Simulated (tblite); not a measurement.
Compound: C₇H₁₆NP.
Numbering: `[CH3:1][NH:2][P:3]1[CH2:4][CH2:5][CH:6]([CH3:7])[CH2:8][CH2:9]1` (hydrogens: H10, H11, H12 on C1; H13 on N2; H14, H15 on C4; H16, H17 on C5; H18 on C6; H19, H20, H21 on C7; H22, H23 on C8; H24, H25 on C9)

Computed with GFN2-xTB (tblite), gas phase: L-BFGS steps from a force-field or distance-geometry start until the largest atomic force falls under 0.01 eV/Å.

Step 9: E = -778.5305 eV
```
atom  x, y, z in Å  |  force x, y, z in eV/Å
C1      3.7675   -0.0406    0.1634    0.007  -0.008  -0.011
N2      2.6109    0.5881   -0.4640   -0.052   0.053  -0.016
P3      1.2715   -0.4639   -0.7929   -0.083  -0.084  -0.116
C4      0.1166    0.8315   -1.4656   -0.002  -0.020  -0.014
C5     -1.3275    0.3446   -1.3655    0.018  -0.001   0.024
C6     -1.7997    0.1598    0.0782   -0.008   0.019   0.004
C7     -3.2676   -0.2713    0.0994    0.044   0.025  -0.005
C8     -0.9458   -0.8562    0.8384   -0.040   0.013  -0.012
C9      0.5263   -0.4641    0.9081   -0.047  -0.043   0.034
H10     3.4619   -0.4315    1.1328    0.018   0.013   0.007
H11     4.1988   -0.8632   -0.4167   -0.013  -0.015  -0.026
H12     4.5440    0.7109    0.3135   -0.049   0.018   0.037
H13     2.8985    1.0060   -1.3473    0.006   0.029  -0.006
H14     0.3607    1.0075   -2.5184    0.034   0.022   0.031
H15     0.2603    1.7656   -0.9135    0.011  -0.040   0.005
H16    -1.4244   -0.6032   -1.9039    0.005   0.008   0.036
H17    -1.9888    1.0707   -1.8505    0.051  -0.030  -0.034
H18    -1.7102    1.1266    0.5889   -0.022   0.001   0.004
H19    -3.3909   -1.2302   -0.4034    0.020   0.053   0.025
H20    -3.6198   -0.3741    1.1245   -0.006   0.009  -0.040
H21    -3.8887    0.4646   -0.4085    0.004  -0.029   0.027
H22    -1.0355   -1.8349    0.3569    0.006   0.027  -0.008
H23    -1.3474   -0.9470    1.8535    0.058  -0.039  -0.024
H24     0.6596    0.5257    1.3519   -0.001   0.021   0.008
H25     1.0587   -1.1973    1.5179    0.040  -0.003   0.071
```

Step 10: E = -778.5323 eV
```
atom  x, y, z in Å  |  force x, y, z in eV/Å
C1      3.7654   -0.0412    0.1642   -0.013   0.016  -0.046
N2      2.6094    0.5867   -0.4664   -0.093   0.023  -0.016
P3      1.2703   -0.4690   -0.7962   -0.046  -0.023  -0.044
C4      0.1184    0.8304   -1.4646   -0.022  -0.025  -0.016
C5     -1.3259    0.3444   -1.3642    0.002  -0.005   0.020
C6     -1.7994    0.1616    0.0793   -0.003   0.027  -0.006
C7     -3.2670   -0.2700    0.0995    0.053   0.024  -0.003
C8     -0.9464   -0.8553    0.8381   -0.019   0.013  -0.017
C9      0.5260   -0.4651    0.9082   -0.019  -0.030   0.015
H10     3.4601   -0.4312    1.1348    0.015   0.013  -0.030
H11     4.1975   -0.8608   -0.4185   -0.005  -0.039  -0.010
H12     4.5404    0.7108    0.3141   -0.030   0.037   0.044
H13     2.8929    1.0105   -1.3492    0.023  -0.005   0.034
H14     0.3608    1.0078   -2.5174    0.039   0.029   0.030
H15     0.2648    1.7622   -0.9090    0.008  -0.045  -0.007
H16    -1.4219   -0.6048   -1.9004    0.004   0.008   0.034
H17    -1.9883    1.0679   -1.8511    0.054  -0.020  -0.037
H18    -1.7092    1.1285    0.5897   -0.024  -0.001   0.004
H19    -3.3875   -1.2292   -0.4029    0.011   0.048   0.016
H20    -3.6194   -0.3742    1.1240   -0.011   0.014  -0.031
H21    -3.8885    0.4654   -0.4087    0.003  -0.030   0.026
H22    -1.0343   -1.8320    0.3533   -0.005   0.008  -0.010
H23    -1.3488   -0.9494    1.8519    0.055  -0.038  -0.003
H24     0.6618    0.5273    1.3476   -0.007  -0.009   0.000
H25     1.0578   -1.1971    1.5210    0.030   0.011   0.052
```

Step 11: E = -778.5336 eV
```
atom  x, y, z in Å  |  force x, y, z in eV/Å
C1      3.7634   -0.0413    0.1639   -0.032   0.030  -0.059
N2      2.6067    0.5860   -0.4683   -0.090  -0.016  -0.010
P3      1.2685   -0.4734   -0.7994   -0.007   0.022   0.029
C4      0.1193    0.8290   -1.4641   -0.025  -0.023  -0.010
C5     -1.3246    0.3443   -1.3629   -0.009  -0.005   0.006
C6     -1.7991    0.1634    0.0801    0.007   0.026  -0.005
C7     -3.2657   -0.2684    0.0995    0.037   0.018   0.001
C8     -0.9472   -0.8545    0.8377    0.011   0.004  -0.012
C9      0.5255   -0.4664    0.9086    0.015  -0.014  -0.007
H10     3.4590   -0.4307    1.1357    0.008   0.010  -0.056
H11     4.1965   -0.8597   -0.4201   -0.006  -0.036   0.004
H12     4.5371    0.7115    0.3154   -0.023   0.043   0.035
H13     2.8892    1.0139   -1.3501    0.026  -0.027   0.054
H14     0.3616    1.0086   -2.5162    0.037   0.030   0.019
H15     0.2683    1.7587   -0.9058    0.006  -0.041  -0.009
H16    -1.4200   -0.6059   -1.8970    0.001  -0.004   0.028
H17    -1.9868    1.0654   -1.8524    0.045  -0.005  -0.039
H18    -1.7089    1.1299    0.5904   -0.021   0.008   0.008
H19    -3.3847   -1.2274   -0.4023    0.006   0.029   0.001
H20    -3.6192   -0.3740    1.1231   -0.011   0.017  -0.012
H21    -3.8884    0.4653   -0.4084   -0.002  -0.016   0.016
H22    -1.0336   -1.8296    0.3504   -0.015  -0.007  -0.015
H23    -1.3489   -0.9521    1.8506    0.041  -0.034   0.016
H24     0.6634    0.5282    1.3443   -0.013  -0.034  -0.010
H25     1.0577   -1.1967    1.5244    0.013   0.024   0.028
```

**Question.** Estimate the geometry and energy of step 12. (The exact step hangs on the optimiser's Hessian estimate; all steps are aligned on step 11, rigid shifts and turns removed.)

**Answer.** E = -778.5349 eV, largest force 0.088 eV/Å
```
atom  x, y, z in Å  |  force x, y, z in eV/Å
C1      3.7611   -0.0408    0.1626   -0.038   0.032  -0.050
N2      2.6027    0.5851   -0.4700   -0.051  -0.040   0.002
P3      1.2665   -0.4770   -0.8019    0.023   0.038   0.076
C4      0.1197    0.8274   -1.4637   -0.013  -0.017  -0.002
C5     -1.3236    0.3441   -1.3617   -0.013  -0.004  -0.010
C6     -1.7986    0.1654    0.0808    0.017   0.018   0.003
C7     -3.2639   -0.2668    0.0996    0.009   0.009   0.006
C8     -0.9477   -0.8538    0.8370    0.034  -0.009  -0.003
C9      0.5252   -0.4678    0.9088    0.038   0.001  -0.022
H10     3.4583   -0.4300    1.1352   -0.003   0.004  -0.068
H11     4.1954   -0.8595   -0.4214   -0.012  -0.015   0.013
H12     4.5336    0.7129    0.3172   -0.028   0.039   0.014
H13     2.8864    1.0163   -1.3498    0.018  -0.035   0.053
H14     0.3631    1.0099   -2.5147    0.032   0.026   0.005
H15     0.2715    1.7548   -0.9032    0.003  -0.029  -0.003
H16    -1.4183   -0.6069   -1.8935   -0.003  -0.020   0.020
H17    -1.9846    1.0632   -1.8543    0.027   0.012  -0.040
H18    -1.7090    1.1314    0.5911   -0.013   0.019   0.012
H19    -3.3821   -1.2253   -0.4017    0.005   0.005  -0.013
H20    -3.6193   -0.3734    1.1219   -0.008   0.018   0.010
H21    -3.8883    0.4650   -0.4078   -0.007   0.005   0.001
H22    -1.0332   -1.8277    0.3475   -0.023  -0.015  -0.020
H23    -1.3480   -0.9550    1.8497    0.026  -0.027   0.026
H24     0.6644    0.5285    1.3413   -0.016  -0.045  -0.014
H25     1.0579   -1.1959    1.5279   -0.001   0.031   0.005
```

The energy changes by -0.0012 eV. The first-order estimate −F·Δx gives -0.0017 eV and the mean of the old and new forces, exact on a quadratic surface, -0.0012 eV. The step makes an angle of 61° with the force vector and moves no atom by more than 0.006 Å.

The cost below is that of the whole relaxation. Hardware: one thread of an Arm Neoverse V2, shared host with 192 logical CPUs at a one-minute load of 32. Cost: 0.46 s wall.
